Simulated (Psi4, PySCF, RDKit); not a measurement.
Conformational energy of SMILES CSc1cccs1. Scanned: dihedral C1–S2–C3–S7; all other coordinates were relaxed at GFN2-xTB. Points at φ and −φ are mirror images.

Atom numbering (GFN2-xTB optimised geometry, Å):
```
13

C      2.6377     0.1638    -0.2580
S      1.5793    -1.2087     0.2799
C      0.0007    -0.4569     0.2268
C     -1.1779    -1.0665     0.5426
C     -2.2873    -0.2050     0.4046
C     -1.9441     1.0389    -0.0107
S     -0.2453     1.1966    -0.2471
H      3.6539    -0.2164    -0.2586
H      2.3501     0.4740    -1.2584
H      2.5443     0.9903     0.4406
H     -1.2394    -2.0909     0.8599
H     -3.2995    -0.5053     0.6081
H     -2.5726     1.8861    -0.1978
```

- RKS-B3LYP/6-311+G** = restricted B3LYP/6-311+G**, spherical d, density fitting // GFN2-xTB (PySCF)
- RHF/LANL2DZ = restricted Hartree-Fock/LANL2DZ, with its core potentials past Ne // GFN2-xTB (PySCF)
- PBE/def2-SVP // GFN2-xTB (Psi4)
- UFF // GFN2-xTB (RDKit)
- HF/cc-pVTZ // GFN2-xTB (Psi4)
- MP2/cc-pVTZ = DF-MP2 (frozen core)/cc-pVTZ // GFN2-xTB run with Psi4

Energies in kJ/mol, each method relative to its own lowest point.

| φ / ° | RKS-B3LYP/6-311+G** | RHF/LANL2DZ | PBE/def2-SVP | UFF | HF/cc-pVTZ | MP2/cc-pVTZ |
|---|---|---|---|---|---|---|
| -150 | 7.0 | 10.0 | 4.4 | 38.7 | 8.2 | 6.5 |
| -120 | 3.7 | 5.7 | 3.2 | 11.8 | 4.7 | 3.5 |
| -90 | 0.0 | 0.0 | 0.0 | 0.0 | 0.0 | 0.0 |
| -60 | 2.0 | 3.4 | 0.1 | 14.8 | 2.4 | 1.8 |
| -30 | 6.3 | 11.0 | 1.4 | 37.7 | 7.8 | 4.7 |
| 0 | 8.4 | 14.4 | 1.7 | 48.9 | 10.2 | 5.7 |
| 30 | 6.3 | 11.0 | 1.4 | 37.7 | 7.8 | 4.7 |
| 60 | 2.0 | 3.4 | 0.1 | 14.8 | 2.4 | 1.8 |
| 90 | 0.0 | 0.0 | 0.0 | 0.0 | 0.0 | 0.0 |
| 120 | 3.7 | 5.7 | 3.2 | 11.8 | 4.7 | 3.5 |
| 150 | 7.0 | 10.0 | 4.4 | 38.7 | 8.2 | 6.5 |
| 180 | 6.6 | 9.4 | 3.2 | 53.0 | 7.2 | 6.1 |

Root-mean-square difference from the MP2/cc-pVTZ profile, itself a level with limits, after the best constant shift (kJ/mol): RKS-B3LYP/6-311+G** 0.8, RHF/LANL2DZ 2.5, PBE/def2-SVP 1.3, UFF 15.9, HF/cc-pVTZ 1.3.
